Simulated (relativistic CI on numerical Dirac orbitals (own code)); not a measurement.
**Hyperfine structure of Pb20+, mass number 207**

Method of calculation: Dirac-Coulomb-Breit CI, KLI orbitals optimised for each configuration, model QED, unscaled Slater integrals (own radial code, finite nucleus).

Configuration list (outside the closed core [Kr] 4d10): 4f¹⁴5s², 4f¹⁴5s5p, 4f¹⁴5s5d, 4f¹³5s²5p, 4f¹⁴5s5f, 4f¹⁴5p5d, 4f¹³5s²5d, 4f¹⁴5s5g, 4f¹⁴5p², 4f¹³5p³, 4f¹³5p²5d, 4f¹⁴5d², 4f¹³5p5d², 4f¹³5d³, 4f¹⁴5f², 4f¹³5p5f², 4f¹³5d5f². Double excitations out of closed p, d and f shells are left out; levels of such configurations are missing from the list, as are those of other unlisted configurations, and high levels can miss mixing partners.

Nuclear spin I = 1/2, μ = 0.5906 μN (tables of Stone and Pyykkö). The electronic factors are computed for point nuclear moments, without core polarisation or the Bohr-Weisskopf and QED corrections.

```csv
Level,E (cm⁻¹),A (GHz)
4f¹⁴5s5p ³P°1,361640,439.6
4f¹⁴5s5p ³P°2,586945,190.3
4f¹³5s²5p ³D3,615682,-23.66
4f¹³5s²5p ³G3,656505,41.53
4f¹⁴5s5p ¹P°1,660242,-132.3
4f¹³5s²5p ³G5,866313,8.401
4f¹³5s²5p ³D2,869779,-4.731
4f¹³5s²5p ³F4,886178,6.639
```

Levels with J = 0, under 50 % of one LS term, or S terms without an open s electron are left out. Small factors come from cancelling terms and can be off by tens of per cent or more.

At this charge transitions that keep the count of f electrons are usually good to a few per cent. Levels that differ in their count of f electrons can be misplaced by several ten thousand cm⁻¹, since the correlation energy of f electrons is missing or only estimated; rates across such gaps can be off by orders of magnitude.

(1) Give the hyperfine levels of 4f¹⁴5s5p ³P°1 relative to its centre of gravity.

Answers

(1) With K = F(F + 1) − I(I + 1) − J(J + 1), E = AK/2: F = 1/2: -439.6, F = 3/2: 219.8 GHz.

LS names give the leading component of a level, which can be under half, so a name can repeat, a term be missing and a line seem to break the LS rules.
